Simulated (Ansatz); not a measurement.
A made-up structure of CH$_{4}$OTe, closed shell:

C1  (-0.460, 0.705, -0.246)
O2  (-0.608, -0.407, 0.611)
Te3  (0.478, -1.984, 0.204)
H4  (-0.634, 0.446, -1.296)
H5  (0.535, 1.157, -0.159)
H6  (-1.207, 1.441, 0.065)
H7  (-1.032, -0.452, 1.483)
(Å)

It is relaxed with PBE-D4/def2-SVP and then PBE0-D4/def2-TZVP (Ansatz 0.2.0). Atoms count as bonded within 1.22 times the sum of their covalent radii (H–H: 0.88 Å). The end point is not checked to be a true minimum.

(1) Does its bonding change? (Judge from chemistry; the calculation decides.)

Answers

(1) By the calculation: No: no bond forms or breaks.

Where it ends: The first stage lowers the energy by 0.85 eV in 8 steps. It ends as CH₄OTe ([CH3][OH][Te]):
```tsv
atom	x (Å)	y (Å)	z (Å)
C1	-0.5237	0.7398	-0.2307
O2	-0.8189	-0.4575	0.5086
Te3	0.5719	-2.1430	0.1970
H4	-0.5939	0.4669	-1.2805
H5	0.4868	1.0842	-0.0069
H6	-1.2699	1.4962	0.0184
H7	-0.7800	-0.2812	1.4553
```

Labels in which every atom is bracketed show which atoms are joined, not bond orders.

For scale, one of the runs: PBE0-D4/def2-TZVP relaxation, 136 basis functions, launched by `ansatz run in.yaml --threads 2 --pin off --events-out ev --progress --plain --max-ram 4352MiB`. The run took about 20 s on 2 CPU threads of an Arm Neoverse V1 (shared host).
